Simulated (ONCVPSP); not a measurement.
## PBE ONCV dataset for silver, scalar-relativistic all-electron reference.

silver (Ag), optimised norm-conserving Vanderbilt (ONCV), made with ONCVPSP 4.0.1 (PBE, scalar-relativistic). Core [Ar] 3d10, reference 4s2 4p6 4d10 5s1. Waves: 4s+5s: rc 1.50 bohr, ncon 4, nbas 9, qcut 10.4 1/bohr, 2 projectors; 4p: rc 1.50 bohr, ncon 3, nbas 8, qcut 11 1/bohr, 2 projectors, debl 2.5 Ha; 4d: rc 1.30 bohr, ncon 4, nbas 8, qcut 8.8 1/bohr, 2 projectors, debl 1.6 Ha. Local part: polynomial inside 1.25 bohr (lpopt 4, dvloc0 -1 Ha). Core correction: none.

All-electron outer shells of the reference configuration (PBE, scalar-relativistic, ld1.x):

| shell | level (eV) | outermost node (bohr) | outermost maximum (bohr) |
| --- | --- | --- | --- |
| 3d | -358.48 | – | 0.27 |
| 4s | -95.05 | 0.44 | 0.82 |
| 4p | -58.57 | 0.44 | 0.87 |
| 4d | -7.44 | 0.43 | 1.04 |
| 5s | -4.40 | 1.11 | 2.49 |

Calculated quality:

```
Cutoffs needed      : 32 Ha and 41 Ha (the cutoffs (Ha) at which the residual kinetic energy of the hardest occupied pseudo-wave falls to 1 and 0.1 mHa per electron)
Ghost test          : no bound ghost flagged; no localised positive-energy state flagged
Configuration tests : 1 of 4 tests not solved or not reliable
```

Generation and tests took about 3.2 s on one core of a shared server CPU.
